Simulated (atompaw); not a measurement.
**B: one change to a PAW (atompaw) potential, before and after**

```
Element                 : B
Generator               : atompaw 4.2.0.5
Type                    : PAW
Functional              : LDA (PW92)
Relativity              : non-relativistic
Frozen core             : [He]
Valence charge          : 3
Reference configuration : 2s2 2p1
Partial waves           : 2s (bound); 2s channel at 0.3 Ry; 2p (bound); 2p channel at 1.6 Ry; 3d channel at -0.05 Ry
Local potential         : troulliermartins scheme with l = 3 at 0 Ry, radius 2.55 bohr
Core correction         : smooth core density matched at 1.80 bohr
Augmentation charge     : besselshape compensation charge, radius 2.65 bohr; PAW radius 3.00 bohr; waves and projectors: bloechl
```

Change: all radii scaled by about 1.19 (s 3.56, p 3.56, d 3.56 bohr); local potential troulliermartins scheme with l = 3 at 0 Ry, radius 3.04 bohr; augmentation besselshape compensation charge, radius 3.14 bohr; PAW radius 3.56 bohr; waves and projectors: bloechl; core correction smooth core density matched at 2.14 bohr.

Cutoffs: the cutoffs (Ry, on a coarse ladder) from which the occupation-weighted sum of valence levels, in a spherical-Bessel basis at the reference potential, stays within 10 and 1 mRy of its value at 400 Ry; they do not see the model core or the augmentation charge, which bear on the density cutoff.

What does the change do?

The potential gets softer (8 Ry and 15 Ry → 6 Ry and 10 Ry); neither file shows a bound ghost. A larger radius leaves more room for a smooth pseudo-wave, so fewer plane waves are needed.

```tsv
quantity	base	changed
cutoff, loose	8 Ry	6 Ry
cutoff, tight	15 Ry	10 Ry
loose cutoff by channel (10 mRy a level)	s 6 Ry, p 8 Ry	s 6 Ry, p 6 Ry
bound ghosts	none	none
lowest overlap eigenvalue by channel	s 0.69, p 1.00, d 1.00	s 0.76, p 1.00, d 1.00
```

 The cutoffs see the waves, projectors and local potential, not the compensation charge or the core.
